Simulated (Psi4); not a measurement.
C₆H₅Cl, charge +1, doublet, at a GFN2-xTB geometry (a state made from the parent by changing its charge; the spin is typed, not shown lowest). Base run: BLYP/STO-3G in Psi4.

Geometry (Å):
```xyz
12

Cl     2.2069     0.1764     0.0016
C      0.5317     0.0425     0.0004
C     -0.2706     1.2129     0.0197
C     -1.6382     1.0935     0.0186
C     -2.2346    -0.1786    -0.0016
C     -1.4436    -1.3398    -0.0208
C     -0.0744    -1.2404    -0.0199
H      0.2038     2.1826     0.0351
H     -2.2604     1.9760     0.0331
H     -3.3123    -0.2648    -0.0024
H     -1.9177    -2.3099    -0.0361
H      0.5480    -2.1225    -0.0345
```
Charge +1, spin multiplicity 2.
Orbitals are unrestricted.
All else is at Psi4's defaults (density fitting).
Base energy -683.53641 Eh.

The base run was repeated with changes; each row names its change, and settings that it needs were set with it.

```
change                               ΔE vs base (µEh)  SCF cycles  grid points  basis functions
-----------------------------------  ----------------  ----------  -----------  ---------------
base                                              0.0          10       249465               44
dft_spherical_points = 590                        5.4          10       486663               44
damping_percentage = 50                           7.5          67       249465               44
dft_nuclear_scheme = becke                        4.4          10       247912               44
guess = core                                      0.0          17       249465               44
scf_type = out_of_core                           2646          10       249465               44
scf_type = direct                                2646          12       249465               44
dft_radial_points = 35                           -577          10       118757               44
e_convergence = 1e-8                              0.0          11       249465               44
scf_initial_accelerator = ediis                   0.0          10       249465               44
dft_radial_points = 99                            2.0          10       328384               44
df_basis_scf = def2-universal-jkfit               0.0          10       249465               44
scf_type = pk                                    2646          10       249465               44
```

Open shells are given as the SCF converged; they aren't shown to be the lowest states, and a large step between rows can be another state.
